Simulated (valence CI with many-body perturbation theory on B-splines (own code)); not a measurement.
## Tm XXXVIII: key properties

Level of theory: valence CI with perturbative core correlation (CI+MBPT): four valence electrons over a frozen Dirac-Fock core [Ar] 3d10, a basis of 9 s, 9 p, 8 d, 6 f, 3 g, 1 h functions for each j, with the one-electron correlation potential Σ1 (screened to all orders), the two-electron term Σ2, the three-electron term Σ3, Breit, model QED; selected single and double excitations, second order for the rest, scaled by the run's own slope (own B-spline code, finite nucleus).

The last digits are not significant, and no measured levels were compared; by estimate large intervals hold to a few tenths of a per cent, small ones and those within an open d or f shell to about a per cent.

Levels are named by their leading jj configuration (3d3/2^4 stands for four electrons in 3d with j = 3/2), which in mixed levels can hold well under half, so a name can repeat and another be missing.

Rates and lifetimes use the calculated energies. Strong lines usually hold to 10 to 20 %, long lifetimes can be off by a factor of two.

What is the ground level?

(4s^2 4p1/2^2) J=0, composition 71 % 4s²4p² ³P + 28 % 4s²4p² ¹S.

Where does the other parity begin?

At (4s 4p1/2^2 4p3/2) J=2, 1172100 cm⁻¹.

What are the static dipole polarisabilities of the lowest levels?

(4s^2 4p1/2^2) J=0 0.0460; (4s^2 4p1/2 4p3/2) J=1 0.0528 (tensor 0.0019); (4s^2 4p1/2 4p3/2) J=2 0.0526 (tensor 0.0035) bohr³, of which the core gives 0.00302.

What is the ionisation energy?

1707.9 eV; NIST lists 1706 ± 4 eV (theoretical).

Among levels below 2558500 cm⁻¹, which E1 lines absorb most strongly from the ground level?

to (4s^2 4p1/2 4d3/2) J=1 at 5.832 nm, f = 1.49; to (4s 4p1/2^2 4p3/2) J=1 at 7.821 nm, f = 0.505; to (4s 4p1/2 4p3/2^2) J=1 at 5.520 nm, f = 0.0999.

How well does LS coupling describe the low levels?

Among the lowest 20 levels the leading LS term, summed over configurations, holds 59 % on average. For single configurations the figures are 57 % in LS and 83 % in jj coupling. Terms mix most in the J = 2 level at 1794100 cm⁻¹, where the leading one holds 35 %.

Name the longest-lived excited levels whose lifetime is computed, and their main decay.

(4s^2 4p1/2 4p3/2) J=2 at 528970 cm⁻¹ lives 30.0 μs, mostly by E2 to (4s^2 4p1/2^2) J=0; (4s^2 4p3/2 4d5/2) J=4 at 2247300 cm⁻¹ lives 753 ns, mostly by M1 to (4s^2 4p1/2 4d5/2) J=3; (4s^2 4p1/2 4p3/2) J=1 at 497920 cm⁻¹ lives 638 ns, mostly by M1 to (4s^2 4p1/2^2) J=0.
